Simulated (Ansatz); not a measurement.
Consider the redistribution: `[SH][Hf]([SH])([SH])[SH]` + `CS[Si]Cl` → `[SH][Hf]([SH])([SH])[Cl]` + `CS[Si]S`.

Gas-phase electronic energies from Ansatz, PBE0-D4/def2-TZVP geometries. CCSD(T)/CBS is the MP2 limit (def2-TZVPP, def2-QZVPP) plus CCSD(T) − MP2 in def2-TZVPP, frozen cores. This one scheme is used for every species. DFT in def2-TZVPP. Elements past krypton have def2 core potentials. For Hf outer-core shells are correlated without core-valence functions, which leaves a few kJ/mol of doubt a bond. Each species was taken in one conformer, which may not be the lowest.

Task: Is it downhill or uphill in electronic energy at CCSD(T)/CBS, and by how much? (Estimate.)

Result: The calculation gave: Downhill: ΔE = -44.3 kJ/mol.

Task: What do these levels give: PBE-D4, r2SCAN-D4, MP2/def2-TZVPP, SCS-MP2/def2-QZVPP, MP2/CBS(def2), CCSD/CBS(def2)? (Estimate.)

Result: Computed: PBE-D4 -42.9, r2SCAN-D4 -46.4, MP2/def2-TZVPP -43.4, SCS-MP2/def2-QZVPP -44.6, MP2/CBS(def2) -44.1, CCSD/CBS(def2) -45.6 kJ/mol.

Largest T1 diagnostic among the species: 0.017.

In def2-TZVPP, CCSD(T) changes the Hartree–Fock value by +7.2 kJ/mol (the triples alone add +1.3 kJ/mol) and MP2 by +7.4 kJ/mol.
